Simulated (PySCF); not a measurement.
Atoms are numbered as in `[CH3:1][CH2:2][N:3]1[BH:4][NH:5][BH:6][NH:7][BH:8]1` (H(Xn): hydrogen on atom n).

Equivalent nuclei averaged, no solvent model, no relativistic terms, one computed conformer. σ from GIAO-PBE0/pcSseg-1; PBE0-D3(BJ)/def2-SVP structure; PySCF.

References, each an isolated molecule treated in the same way: ¹³C, ¹H against TMS; NH3 for ¹⁵N; BF3·OEt2 for ¹¹B.

```json
{"atoms": "H(C1)", "nucleus": "¹H", "count": "3", "δ (ppm)": "?"}
{"atoms": "C2", "nucleus": "¹³C", "count": "1", "δ (ppm)": "49.5"}
{"atoms": "B4/B8", "nucleus": "¹¹B", "count": "2", "δ (ppm)": "?"}
{"atoms": "H(C2)", "nucleus": "¹H", "count": "2", "δ (ppm)": "3.32"}
{"atoms": "B6", "nucleus": "¹¹B", "count": "1", "δ (ppm)": "?"}
{"atoms": "C1", "nucleus": "¹³C", "count": "1", "δ (ppm)": "23.6"}
{"atoms": "N3", "nucleus": "¹⁵N", "count": "1", "δ (ppm)": "169.4"}
{"atoms": "H(N5)/H(N7)", "nucleus": "¹H", "count": "2", "δ (ppm)": "5.64"}
{"atoms": "H(B6)", "nucleus": "¹H", "count": "1", "δ (ppm)": "4.72"}
{"atoms": "N5/N7", "nucleus": "¹⁵N", "count": "2", "δ (ppm)": "145.6"}
{"atoms": "H(B4)/H(B8)", "nucleus": "¹H", "count": "2", "δ (ppm)": "4.84"}
```

Estimate the values marked ?.

## Answers


- H(C1): 1.13 ppm, hydrogen on a methyl carbon
- B4/B8: 29.6 ppm, boron bonded to 2 N, H, in a 6-membered ring
- B6: 27.0 ppm, boron bonded to 2 N, H, in a 6-membered ring

The OH or NH signal is concentration- and solvent-dependent in practice; the value given is the gas-phase one. Hydrogens on boron are broadened and split by ¹¹B (spin 3/2, 80 %) and 10B (spin 3). Shifts are as computed. Against solution values, carbons near 30 ppm lie about +2 ppm off and those near 130 ppm about +5 ppm. Of 1313 compounds with measured shifts, 239 miss one by over three times the rms of a fit or turn the order of signals round; such compounds aren't used in these exercises. Experimental scales use liquid or dissolved standards, which lie at an offset from isolated NH3 (liquid NH3: subtract about 20 ppm). Unscaled 15N shifts of sp2 nitrogen come out 20 to 40 ppm too high even then.
